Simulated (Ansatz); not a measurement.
```xyz
2

P     0.0008    0.0005   -0.9451
P     0.0006    0.0001    0.9447
```

Basis set: def2-TZVP (spherical functions). Frozen core: 10 orbitals. Charge 0, multiplicity 1.

Computed with Ansatz (development build ahead of 0.2.0); each method stands on the lowest determinant of its kind that the runs found. Restricted open shells among the atoms or ions are ROHF, correlated in semicanonical orbitals with singles.

Problem. Give the atomization energy at this shape (free ground-state atoms in the same class of orbitals less the molecule, no zero-point energy) of singlet P2 by RHF-MP2, RHF.

Solution.

```
 method  atomization energy
RHF-MP2        451.7 kJ/mol
    RHF        160.0 kJ/mol
```
